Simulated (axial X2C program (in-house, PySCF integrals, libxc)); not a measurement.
## Spin–orbit effects down a group: molecules with Y (ions), PBE0

All values come from calculations with an in-house relativistic program for diatomic molecules, spin-free (one-electron X2C) or two-component (2c: spin–orbit coupling with atomic mean-field Coulomb and Gaunt terms, which also bring small scalar terms), in Dyall basis sets with cores contracted in-house; open shells are unrestricted.

Basis sets: O dyall-av3z, S dyall-av3z, Se dyall-acv3z, Y dyall-acv3z.

```tsv
molecule	spin-free state	Re (Å)	ωe (cm⁻¹)	De (eV)	2c state	Re 2c (Å)	ωe 2c (cm⁻¹)	De 2c (eV)
YO⁻	M_S = 0, Λ = 0	1.811	827.2	7.09	Ω = 0	1.810	827.4	n/a
YS⁻	M_S = 0, Λ = 0	2.325	453.3	4.98	Ω = 0	2.325	453.4	n/a
YSe⁻	M_S = 0, Λ = 0	2.459	313.3	4.48	Ω = 0	2.459	313.1	n/a
```

Fragments in 2c: Y + O-, Y + S-, Y + Se-. Each entry is the lowest single determinant of a limited PBE0 search at one distance. De goes to single-determinant-based atoms at the same level (for ions the charge split of lowest energy) and is withheld (n/a) where an atom does not fit its ground term or J level. Main or longest-lived isotopes. The functionals have no current term, which raises determinants with orbital currents.
